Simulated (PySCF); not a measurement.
# Structure elucidation problem

An unknown has the formula C₅H₉NO₃Si. Its calculated NMR data are:

$^{1}$H NMR (400 MHz, computed): δ 8.68 (s, 1H), 6.69 (br s, 1H), 5.80 (s, 2H), 4.71 (m, 1H), 4.65 (m, 1H), 3.58 (s, 3H).

$^{13}$C{$^{1}$H} NMR (computed): δ 169.1 (C), 165.3 (CH), 161.9 (C), 98.5 (CH2), 55.6 (CH3).

Computational details: geometry: GFN2-xTB, σ from GIAO-PBE0/pcSseg-1, in PySCF 2.14.0 with density-fitted response routines (non-relativistic Hamiltonian, equivalent nuclei averaged, one computed conformer, in vacuum).

Shifts are taken against calculated references (same method and geometry level): TMS for $^{1}$H, $^{13}$C.

Question: Propose a structure and justify it.

Answer: 
- The formula gives 3 degrees of unsaturation (no ring in the answer).
- 5 carbon signals for 5 carbons: no two carbons are equivalent.
- Carbon types of the structure: 2 × C, 1 × CH, 1 × CH2, 1 × CH3, leaving 3 H on heteroatoms.
- δC 169.1: alkene carbon bearing oxygen; an sp2 carbon further deshielded by the attached heteroatom.
- δC 165.3: C=N carbon.
- δC 161.9: carboxylic acid carbon; lone-pair donation from the attached heteroatom keeps it upfield of a ketone carbonyl.
- δC 98.5: β carbon of an enol-ether or enamine type C=C; the O or N lone pair pushes π density onto this β carbon and shields it.
- δH 8.68: hydrogen on a C=N carbon.
- δH 6.69: hydrogen on an acid hydroxyl oxygen; exchangeable, gas-phase position.
- δH 4.71, 4.65: hydrogen on a β carbon of an enol-ether or enamine type C=C; lone-pair donation from O or N shields it, upfield of ordinary alkene protons.

Structure: SMILES N(/[SiH2]C(=C)OC)=C/C(=O)O.

The data come from this structure; uniqueness wasn't tested.

The OH or NH signal is concentration- and solvent-dependent in practice; the value given is the gas-phase one. Shifts are as computed. Against solution values, carbons near 30 ppm lie about +3 ppm off and those near 130 ppm about +5 ppm. Of 1309 compounds with measured shifts, 239 miss one by over three times the rms of a fit or turn the order of signals round; such compounds aren't used in these exercises. The C=O carbon of an acid or of an amide with N–H lies up to 10 ppm further downfield in solution, through hydrogen bonding that the calculation lacks. No couplings were computed; multiplicities are counted from neighbouring protons, with m where these are inequivalent, close in shift, in a saturated or five-membered ring or joined by F or P, and br s for small geminal =CH2 splittings.
